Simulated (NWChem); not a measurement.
System: CH$_{7}$AlSi; SMILES [CH3][AlH][SiH3]

The following NWChem deck was run.

```
start job
memory heap 200 mb stack 900 mb global 1100 mb
geometry units angstroms noautosym nocenter noautoz
  Al    -0.496880    -0.623787     0.355762
  H     -1.908682    -0.835406     1.071961
  C      0.544708    -2.200022    -0.159923
  H      0.757055    -2.826131     0.724608
  H      1.503463    -1.963810    -0.645928
  H     -0.037999    -2.836480    -0.849049
  Si     0.257580     1.687041    -0.043017
  H      1.591971     1.770025    -0.722054
  H      0.367619     2.448954     1.245963
  H     -0.723093     2.435284    -0.898851
end
basis spherical
  * library 6-311g**
end
dft
  xc pbe0
  iterations 150
end
tddft
  cis
  ecut -63.0
  nroots 6
  notriplet
end
task tddft energy
```

Parts of the log:

```
             Northwest Computational Chemistry Package (NWChem) 7.3.0
             --------------------------------------------------------

                             Geometry "geometry" -> ""
                             -------------------------

 Output coordinates in angstroms (scale by  1.889725989 to convert to a.u.)

  No.       Tag          Charge          X              Y              Z
 ---- ---------------- ---------- -------------- -------------- --------------
    1 Al                  13.0000    -0.49688000    -0.62378700     0.35576200
    2 H                    1.0000    -1.90868200    -0.83540600     1.07196100
    3 C                    6.0000     0.54470800    -2.20002200    -0.15992300
    4 H                    1.0000     0.75705500    -2.82613100     0.72460800
    5 H                    1.0000     1.50346300    -1.96381000    -0.64592800
    6 H                    1.0000    -0.03799900    -2.83648000    -0.84904900
    7 Si                  14.0000     0.25758000     1.68704100    -0.04301700
    8 H                    1.0000     1.59197100     1.77002500    -0.72205400
    9 H                    1.0000     0.36761900     2.44895400     1.24596300
   10 H                    1.0000    -0.72309300     2.43528400    -0.89885100

 Effective nuclear repulsion energy (a.u.)     127.2085936405

                                 NWChem DFT Module
                                 -----------------

 Summary of "ao basis" -> "ao basis" (spherical)
 ------------------------------------------------------------------------------
       Tag                 Description            Shells   Functions and Types
 ---------------- ------------------------------  ------  ---------------------
 Al                         6-311g**                12       26   6s5p1d
 H                          6-311g**                 4        6   3s1p
 C                          6-311g**                 8       18   4s3p1d
 Si                         6-311g**                12       26   6s5p1d

            General Information
            -------------------
          SCF calculation type: DFT
          Wavefunction type:  closed shell.
          No. of atoms     :    10
          No. of electrons :    40
           Alpha electrons :    20
            Beta electrons :    20
          Charge           :     0
          Spin multiplicity:     1
          Use of symmetry is: off; symmetry adaption is: off
          Maximum number of iterations: 150
          AO basis - number of functions:   112
                     number of shells:    60
          Convergence on energy requested:  1.00D-06
          Convergence on density requested:  1.00D-05
          Convergence on gradient requested:  5.00D-04

              XC Information
              --------------
                         PBE0 Method XC Functional
                     Hartree-Fock (Exact) Exchange  0.250
          PerdewBurkeErnzerhof Exchange Functional  0.750
            Perdew 1991 LDA Correlation Functional  1.000 local
           PerdewBurkeErnz. Correlation Functional  1.000 non-local

             Grid Information
             ----------------
          Grid used for XC integration:  medium
          Radial quadrature: Mura-Knowles
          Angular quadrature: Lebedev.
          Tag              B.-S. Rad. Rad. Pts. Rad. Cut. Ang. Pts.
          ---              ---------- --------- --------- ---------
          Al                  1.25       88          11.0       590
          H                   0.35       45          13.0       434
          C                   0.70       49          12.0       434
          Si                  1.10       88          12.0       590
          Grid pruning is: on
          Number of quadrature shells:   540
          Spatial weights used:  Erf1

      Superposition of Atomic Density Guess
      -------------------------------------

 Sum of atomic energies:        -571.87820300

      Non-variational initial energy
      ------------------------------

 Total energy =    -572.910402
 1-e energy   =   -1043.726292
 2-e energy   =     343.607296
 HOMO         =      -0.279187
 LUMO         =      -0.024127

   convergence    iter        energy       DeltaE   RMS-Dens  Diis-err
 ---------------- ----- ----------------- --------- --------- ---------
 d= 0,ls=0.0,diis     1   -573.9167705560 -7.01D+02  4.21D-03  6.03D-01
 d= 0,ls=0.0,diis     2   -573.9387397435 -2.20D-02  2.60D-03  7.52D-02
 d= 0,ls=0.0,diis     3   -573.9418482037 -3.11D-03  1.09D-03  5.99D-02
 d= 0,ls=0.0,diis     4   -573.9496065755 -7.76D-03  1.53D-04  2.57D-04
 d= 0,ls=0.0,diis     5   -573.9496530866 -4.65D-05  2.27D-05  1.69D-05
  Resetting Diis
 d= 0,ls=0.0,diis     6   -573.9496549913 -1.90D-06  3.95D-06  2.96D-07
 d= 0,ls=0.0,diis     7   -573.9496550126 -2.13D-08  1.19D-06  9.26D-09

         Total DFT energy =     -573.949655012645
      One electron energy =    -1047.285829782447
           Coulomb energy =      393.417119319281
    Exchange-Corr. energy =      -47.289538190013
 Nuclear repulsion energy =      127.208593640533

 Numeric. integr. density =       39.999994116596

                       DFT Final Molecular Orbital Analysis
                       ------------------------------------

 Vector   18  Occ=2.000000D+00  E=-3.509594D-01
              MO Center=  7.3D-01,  1.8D+00, -2.8D-01, r^2= 2.5D+00
   Bfn.  Coefficient  Atom+Function         Bfn.  Coefficient  Atom+Function
  ----- ------------  ---------------      ----- ------------  ---------------
    96      0.269972   8 H  s                84      0.244966   7 Si px
    97      0.192129   8 H  s                95      0.156987   8 H  s
   102     -0.137309   9 H  s               108     -0.137280  10 H  s
    81      0.124520   7 Si px               86     -0.123974   7 Si pz
    78     -0.103941   7 Si px              103     -0.096707   9 H  s

 Vector   19  Occ=2.000000D+00  E=-3.014421D-01
              MO Center= -4.9D-01, -1.3D+00,  3.6D-01, r^2= 3.4D+00
   Bfn.  Coefficient  Atom+Function         Bfn.  Coefficient  Atom+Function
  ----- ------------  ---------------      ----- ------------  ---------------
    28      0.228322   2 H  s                29      0.188986   2 H  s
    40     -0.187650   3 C  py               44     -0.169813   3 C  py
    16     -0.167030   1 Al px               13     -0.151190   1 Al px
    39      0.137445   3 C  px               27      0.131364   2 H  s
    43      0.125717   3 C  px               42     -0.124266   3 C  s

 Vector   20  Occ=2.000000D+00  E=-2.710980D-01
              MO Center= -8.8D-02,  4.2D-01,  1.4D-01, r^2= 4.0D+00
   Bfn.  Coefficient  Atom+Function         Bfn.  Coefficient  Atom+Function
  ----- ------------  ---------------      ----- ------------  ---------------
    85      0.314984   7 Si py               17     -0.215906   1 Al py
    74     -0.194938   7 Si s                14     -0.164011   1 Al py
    82      0.133997   7 Si py               44      0.127800   3 C  py
    40      0.122083   3 C  py               28      0.118203   2 H  s
    79     -0.112753   7 Si py               29      0.111059   2 H  s

 Vector   21  Occ=0.000000D+00  E=-6.363671D-02
              MO Center= -4.2D-01, -3.1D-01,  3.2D-01, r^2= 4.6D+00
   Bfn.  Coefficient  Atom+Function         Bfn.  Coefficient  Atom+Function
  ----- ------------  ---------------      ----- ------------  ---------------
    18      0.439964   1 Al pz               21      0.356454   1 Al pz
   103     -0.248608   9 H  s               109      0.248007  10 H  s
    16      0.222692   1 Al px               15      0.181646   1 Al pz
    19      0.180397   1 Al px               89      0.158010   7 Si pz
    53     -0.150392   4 H  s                65      0.150604   6 H  s

[...]

                                NWChem TDDFT Module
                                -------------------

            General Information
            -------------------
           No. of orbitals :     224
            Alpha orbitals :     112
             Beta orbitals :     112
        Alpha frozen cores :       0
         Beta frozen cores :       0
     Alpha frozen virtuals :       0
      Beta frozen virtuals :       0
         Spin multiplicity :       1
    Number of AO functions :     112
        Use of symmetry is : off
      Symmetry adaption is : off
         Schwarz screening :  0.10D-07

              XC Information
              --------------
                  PBE0 Method XC Functional
              Hartree-Fock (Exact) Exchange   0.25
   PerdewBurkeErnzerhof Exchange Functional   0.75
     Perdew 1991 LDA Correlation Functional   1.00 local
    PerdewBurkeErnz. Correlation Functional   1.00 non-local

             TDDFT Information
             -----------------
          Calculation type : Tamm-Dancoff TDDFT
         Wavefunction type : Restricted singlets
          No. of electrons :      40
           Alpha electrons :      20
            Beta electrons :      20
              No. of roots :       6
          Max subspacesize :    5200
            Max iterations :     100
               Target root :       1
           Target symmetry : none
             Energy Cutoff :-0.63D+02
      Symmetry restriction : off
                 Algorithm : Optimal
        Davidson threshold :  0.10D-03

    6 smallest eigenvalue differences (eV)
--------------------------------------------------------
  No. Spin  Occ  Vir  Irrep   E(Occ)    E(Vir)   E(Diff)
--------------------------------------------------------
    1    1    1   21 a       -66.221    -0.064  1800.235
    2    1    1   22 a       -66.221     0.007  1802.155
    3    1    1   23 a       -66.221     0.022  1802.564
    4    1    1   24 a       -66.221     0.049  1803.300
    5    1    1   25 a       -66.221     0.053  1803.399
    6    1    1   26 a       -66.221     0.061  1803.637
--------------------------------------------------------

  Entering Davidson iterations
  Restricted singlet excited states

  Iter   NTrls   NConv    DeltaV     DeltaE      Time
  ----  ------  ------  ---------  ---------  ---------
    1      6       0     0.95E-01   0.10+100       10.0
    2     12       0     0.12E-01   0.71E-02       10.1
    3     18       0     0.23E-02   0.35E-03       10.1
    4     24       4     0.64E-03   0.72E-05       10.1
    5     26       5     0.10E-03   0.16E-06        7.4
    6     27       6     0.90E-04   0.17E-08        6.6
  ----  ------  ------  ---------  ---------  ---------
  Convergence criterion met

  Ground state a        -573.949655012645 a.u.

  ----------------------------------------------------------------------------
  Root   1 singlet a             66.102544614 a.u.             1798.7425 eV
  ----------------------------------------------------------------------------
     Transition Moments    X -0.00088   Y -0.00001   Z -0.00174
     Dipole Oscillator Strength                    0.0001671248
     Electric Quadrupole                           0.0000703611
     Magnetic Dipole                               0.0001060116
     Total Oscillator Strength                     0.0003434975

     Occ.    1  a   ---  Virt.   21  a       -0.98786
     Occ.    1  a   ---  Virt.   25  a       -0.14642
  ----------------------------------------------------------------------------
  Root   2 singlet a             66.159087308 a.u.             1800.2811 eV
  ----------------------------------------------------------------------------
     Transition Moments    X -0.00497   Y  0.00109   Z  0.00251
     Dipole Oscillator Strength                    0.0014166870
     Electric Quadrupole                           0.0005240339
     Magnetic Dipole                               0.0008365341
     Total Oscillator Strength                     0.0027772550

     Occ.    1  a   ---  Virt.   22  a        0.91652
     Occ.    1  a   ---  Virt.   23  a        0.13617
     Occ.    1  a   ---  Virt.   24  a       -0.32323
     Occ.    1  a   ---  Virt.   26  a       -0.11174
     Occ.    1  a   ---  Virt.   27  a        0.10811
     Occ.    1  a   ---  Virt.   34  a        0.05527
  ----------------------------------------------------------------------------
  Root   3 singlet a             66.174886186 a.u.             1800.7110 eV
  ----------------------------------------------------------------------------
     Transition Moments    X  0.00038   Y  0.00438   Z -0.00023
     Dipole Oscillator Strength                    0.0008555339
     Electric Quadrupole                           0.0004079696
     Magnetic Dipole                               0.0000026764
     Total Oscillator Strength                     0.0012661800

     Occ.    1  a   ---  Virt.   22  a       -0.15226
     Occ.    1  a   ---  Virt.   23  a        0.97724
     Occ.    1  a   ---  Virt.   34  a        0.06085
     Occ.    1  a   ---  Virt.   36  a       -0.08433
  ----------------------------------------------------------------------------
  Root   4 singlet a             66.200443973 a.u.             1801.4065 eV
  ----------------------------------------------------------------------------
     Transition Moments    X  0.00345   Y  0.00006   Z  0.00681
     Dipole Oscillator Strength                    0.0025752504
     Electric Quadrupole                           0.0009265154
     Magnetic Dipole                               0.0014855217
     Total Oscillator Strength                     0.0049872875

     Occ.    1  a   ---  Virt.   21  a       -0.14967
     Occ.    1  a   ---  Virt.   25  a        0.96070
     Occ.    1  a   ---  Virt.   28  a       -0.15579
     Occ.    1  a   ---  Virt.   31  a        0.10263
     Occ.    1  a   ---  Virt.   35  a       -0.11039
     Occ.    1  a   ---  Virt.   41  a        0.06540
  ----------------------------------------------------------------------------
  Root   5 singlet a             66.203483624 a.u.             1801.4892 eV
  ----------------------------------------------------------------------------
     Transition Moments    X  0.00079   Y  0.00556   Z -0.00044
     Dipole Oscillator Strength                    0.0014007375
     Electric Quadrupole                           0.0006747460
     Magnetic Dipole                               0.0000025989
     Total Oscillator Strength                     0.0020780824

     Occ.    1  a   ---  Virt.   22  a       -0.10874
     Occ.    1  a   ---  Virt.   23  a       -0.06921
     Occ.    1  a   ---  Virt.   24  a       -0.61025
     Occ.    1  a   ---  Virt.   26  a        0.75702
     Occ.    1  a   ---  Virt.   29  a        0.06063
     Occ.    1  a   ---  Virt.   32  a        0.14515
     Occ.    1  a   ---  Virt.   34  a        0.06757
  ----------------------------------------------------------------------------
  Root   6 singlet a             66.229230628 a.u.             1802.1898 eV
  ----------------------------------------------------------------------------
     Transition Moments    X -0.00402   Y  0.00064   Z  0.00203
     Dipole Oscillator Strength                    0.0009122822
     Electric Quadrupole                           0.0003202524
     Magnetic Dipole                               0.0005250816
     Total Oscillator Strength                     0.0017576163

     Occ.    1  a   ---  Virt.   22  a       -0.34542
     Occ.    1  a   ---  Virt.   23  a       -0.05048
     Occ.    1  a   ---  Virt.   24  a       -0.66641
     Occ.    1  a   ---  Virt.   26  a       -0.57203
     Occ.    1  a   ---  Virt.   27  a        0.29113
     Occ.    1  a   ---  Virt.   32  a       -0.06509
     Occ.    1  a   ---  Virt.   34  a        0.10274

              Target root =      1
          Target symmetry = none
      Ground state energy =   -573.949655012645
        Excitation energy =     66.102544613964
     Excited state energy =   -507.847110398681

  stored tddft:energy   -507.84711039868074
```

Level: PBE0/6-311G** (spherical d), restricted-window TDA. Structure relaxed at the PBE0/def2-SVP level. The quadrupole and magnetic terms of the printed total strengths depend on the origin.
